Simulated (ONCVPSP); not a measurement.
**Reading a pseudo-wave (Li (Z = 3))**

Columns: radius, all-electron u(r) and pseudo u(r) of the 2s shell (level -2.87 eV) of lithium in the configuration [He] 2s1; PBE, scalar-relativistic, ONCV scheme, ONCVPSP 4.0.1.

```
r (bohr)  all-electron  pseudo
   0.167       -0.1626  0.0239
   0.334       -0.1865  0.0490
   0.501       -0.1462  0.0761
   0.668       -0.0777  0.1059
   0.835        0.0005  0.1384
   1.002        0.0790  0.1739
   1.169        0.1531  0.2120
   1.336        0.2203  0.2521
   1.503        0.2795  0.2929
   1.670        0.3307  0.3329
   1.837        0.3745  0.3711
   2.004        0.4124  0.4066
   2.171        0.4442  0.4384
   2.338        0.4697  0.4656
   2.505        0.4895  0.4873
   2.672        0.5039  0.5030
   2.839        0.5133  0.5131
   3.006        0.5183  0.5183
   3.173        0.5193  0.5193
   3.340        0.5167  0.5167
   3.507        0.5110  0.5110
   3.674        0.5027  0.5027
   3.841        0.4921  0.4921
   4.008        0.4796  0.4796
   4.175        0.4656  0.4656
   4.342        0.4504  0.4504
```

(1) How many radial nodes do the two functions have?

(2) At about which radius was the pseudo-wave matched?

(3) Is the pseudo-wave norm-conserving?

Results:

(1) The all-electron 2s function has n − l − 1 = 1; the pseudo-wave has 0, since the states of the same l below it are removed with the core.

(2) 3.34 bohr. The columns agree to 0.0005 from 2.84 bohr on; several derivatives are matched, so the curves merge somewhat inside the radius.

(3) Yes: the ONCV scheme keeps the norm inside the radius equal to the all-electron one, which fixes the energy derivative of the logarithmic derivative at the level.
